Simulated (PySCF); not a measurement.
# Nuclear quadrupole coupling in `C=C(C#N)c1nsnc1C`

Compound: C₆H₅N₃S.
Cartesian coordinates in Å at the GFN2-xTB level; atoms count from 1:
```
atom  x, y, z in Å
C1     2.5102   -0.4470    0.2162
C2     1.2030   -0.4334   -0.0817
C3     0.6946   -1.4252   -0.9585
N4     0.3361   -2.2470   -1.6723
C5     0.2894    0.5654    0.4587
N6     0.7569    1.5258    1.2409
S7    -0.4517    2.4896    1.6994
N8    -1.6270    1.7025    0.9055
C9    -1.1231    0.6729    0.2621
C10   -2.0052   -0.2090   -0.5419
H11    3.1717   -1.1908   -0.1939
H12    2.9213    0.2958    0.8773
H13   -3.0295    0.1445   -0.4598
H14   -1.9470   -1.2362   -0.1855
H15   -1.7042   -0.1998   -1.5885
```

Field gradients from the PBE0/pcSseg-1 density (PySCF, non-relativistic), principal values in atomic units, ordered |Vxx| ≤ |Vyy| ≤ |Vzz|:

```csv
atom,Vxx,Vyy,Vzz
N4,0.4546,0.5159,-0.9704
N6,0.4372,0.5251,-0.9624
S7,-0.6712,-1.7756,2.4468
N8,0.4334,0.5334,-0.9668
```

Task: Find the asymmetry η = (Vxx − Vyy)/Vzz and the couplings χ = eQV/h (234.96 MHz × Q in barn × V in au), with Q(14N) = 0.02044 b, Q(33S) = −0.0678 b.

Result: 
```
atom             environment  nucleus     η  χzz (MHz)  χxx (MHz)  χyy (MHz)
  N4        nitrile nitrogen      14N  0.06     -4.661      2.183      2.478
  N6  pyridine-type nitrogen      14N  0.09     -4.622      2.100      2.522
  S7             ring sulfur      33S  0.45     -38.98      10.69      28.29
  N8  pyridine-type nitrogen      14N  0.10     -4.643      2.082      2.562
```

The tensor is traceless: Vxx + Vyy + Vzz = 0.

Task: What is Vzz at S7 in SI units (1 au = 9.71736 × 10²¹ V/m²)?

Result: 2.4468 au = 23.776 × 10²¹ V/m².

Task: What couplings would deuterons (Q(2H) = 0.00286 b) have in place of the hydrogens, at this geometry?

Result: 
```json
{"atom": "H11", "bonded to": "C1", "bond length (Å)": "1.077", "Vzz (au)": "0.3295", "η": "0.04", "χzz (kHz)": "221"}
{"atom": "H12", "bonded to": "C1", "bond length (Å)": "1.076", "Vzz (au)": "0.3274", "η": "0.02", "χzz (kHz)": "220"}
{"atom": "H13", "bonded to": "C10", "bond length (Å)": "1.087", "Vzz (au)": "0.3114", "η": "0.02", "χzz (kHz)": "209"}
{"atom": "H14", "bonded to": "C10", "bond length (Å)": "1.089", "Vzz (au)": "0.3073", "η": "0.05", "χzz (kHz)": "207"}
{"atom": "H15", "bonded to": "C10", "bond length (Å)": "1.089", "Vzz (au)": "0.3069", "η": "0.05", "χzz (kHz)": "206"}
```

One conformer (not necessarily the lowest) at the GFN2-xTB geometry, without solvent, vibrations or thermal averaging. GFN2-xTB bond lengths can be off by several hundredths of an ångström, more for odd bonds, and the gradients follow them. With so small a basis the couplings can be 20 % off.
